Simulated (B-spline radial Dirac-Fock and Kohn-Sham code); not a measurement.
**Radiative decay of the K hole in Zr⁺**

System: the Zr⁺ ion, [Kr] 4d2 5s1.

Calculated with a B-spline atomic structure program, using a relativistic independent-particle model: LDA orbitals of the hole state, radiative multipoles to third order, Auger rates from the Coulomb interaction with a continuum orbital, Dirac-Fock energies.

```csv
line,multipole,energy (eV),width (meV),share (%)
K-L2,E1,15688.9,800,29.3
K-L3,E1,15773.4,1530,56.0
K-M2,E1,17649.6,119,4.36
K-M3,E1,17663.4,233,8.51
K-M4,E2,17815.1,0.521,0.0191
K-M5,E2,17817.5,0.741,0.0271
K-N2,E1,17967.1,16.9,0.619
K-N3,E1,17968.9,33.0,1.21
```

The listed lines hold 100.0 % of the radiative rate. The radiative width is 2.73 eV in the length form and 2.80 eV in the velocity form; the two differ because the transition energies are not eigenvalue differences of the potential that gave the orbitals. Kα2/Kα1 is 0.523 and Kβ/Kα is 0.173.
